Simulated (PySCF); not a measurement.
Si(H)(F)(Cl)(Et) (C₂H₆ClFSi), SMILES CC[SiH](F)Cl. Atoms are numbered in the order given.

```xyz
11

Si     0.5165    -0.3815    -0.4196
F      1.2526    -1.0198     0.8781
Cl     0.5796     1.6680    -0.2029
C     -1.2491    -0.9542    -0.4660
C     -2.0683    -0.5633     0.7617
H      1.3131    -0.7527    -1.6148
H     -1.6991    -0.5491    -1.3897
H     -1.2271    -2.0511    -0.5965
H     -2.0980     0.5296     0.8873
H     -3.1058    -0.9208     0.6821
H     -1.6370    -0.9892     1.6803
```
Charge 0, spin multiplicity 1.

Geometry: PBE0-D3(BJ)/def2-SVP. The structure was generated by enumeration, and PubChem lists no compound with its InChIKey, so it may never have been made. One conformer was computed; it need not be the lowest.

Calculation: PySCF with HF/pcSseg-1.

GIAO shieldings, no solvent; atoms listed in one row are averaged. δ = σ(ref) − σ: ²⁹Si against TMS (σ = 393.8 ppm); ¹⁹F against CFCl3 (σ = 238.5 ppm); ³⁵Cl against HCl (σ = 958.2 ppm); ¹³C against TMS (σ = 192.6 ppm); ¹H against TMS (σ = 31.99 ppm), references at their B3LYP-D3(BJ)/def2-TZVP geometries, non-relativistic (without spin–orbit terms, shifts of atoms bonded to Cl or Br come out too high).

Computed chemical shifts:
| nucleus | atoms | count | δ (ppm) |
|---|---|---|---|
| ²⁹Si | Si1 | 1 | 8.6 |
| ¹⁹F | F2 | 1 | -134.1 |
| ³⁵Cl | Cl3 | 1 | -5.6 |
| ¹³C | C4 | 1 | 11.1 |
| ¹³C | C5 | 1 | 7.5 |
| ¹H | H6 | 1 | 5.16 |
| ¹H | H9, H10, H11 | 3 | 1.54 |
| ¹H | H8 | 1 | 1.02 |
| ¹H | H7 | 1 | 0.64 |
